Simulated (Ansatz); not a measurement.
Geometry optimisation, RKS BHLYP-D4/def2-SVP (Ansatz).

The input (input.yaml):

```yaml
crystal:
  periodic: [false, false, false]
  atoms:
    - { symbol: Ge, position_ang: [-0.076193, 0.209057, -0.153451] }
    - { symbol: F, position_ang: [-0.043598, 0.11248, 1.5453] }
    - { symbol: Cl, position_ang: [1.895227, 0.420297, -0.905579] }
    - { symbol: H, position_ang: [-0.888928, 1.446062, -0.486599] }
    - { symbol: Cl, position_ang: [-1.077228, -1.506343, -0.92155] }
    - { symbol: S, position_ang: [1.586066, -2.500962, 1.212472] }
    - { symbol: H, position_ang: [0.490075, -3.254864, 1.052537] }
    - { symbol: H, position_ang: [0.967679, -1.667626, 2.109069] }
basis:
  gaussian: { orbitals: def2-SVP }
hamiltonian:
  xc: { name: BHLYP }
  dispersion: d4
relax:
  f_tol: 0.03
  max_steps: 50
```

Launched with:

```bash
$ ansatz run input.yaml --threads 4 --pin off --max-ram 5120MiB --backend cpu --events-out ev --progress --plain --runs-dir out
```

**Question.** Where does it end, and by what steps?

**Answer.** The forces met the threshold. The force dipped under the threshold on the way, but the program's further checks kept it going. After 6 steps the energy has fallen by 0.095 eV; S6 moved furthest, 0.35 Å.

```tsv
step	energy less start (eV)	largest force component (eV/Å)	accepted
0	0.0000	0.812	yes
1	-0.0756	0.514	yes
2	-0.0836	0.432	yes
3	-0.0925	0.223	yes
4	-0.0939	0.096	yes
5	-0.0946	0.019	yes
6	-0.0949	0.027	yes
```

```xyz
8
Properties=species:S:1:pos:R:3
Ge -0.146 0.315 -0.222
F -0.079 0.145 1.490
Cl 1.844 0.460 -0.931
H -0.953 1.558 -0.533
Cl -1.092 -1.434 -0.973
S 1.681 -2.751 1.443
H 0.509 -3.277 1.062
H 1.088 -1.758 2.116
```

Whether the end is a true minimum wasn't checked by a vibrational analysis.

The run took 18 s on 4 threads of Arm Neoverse V1, on a shared host, peak memory 0.31 GiB.
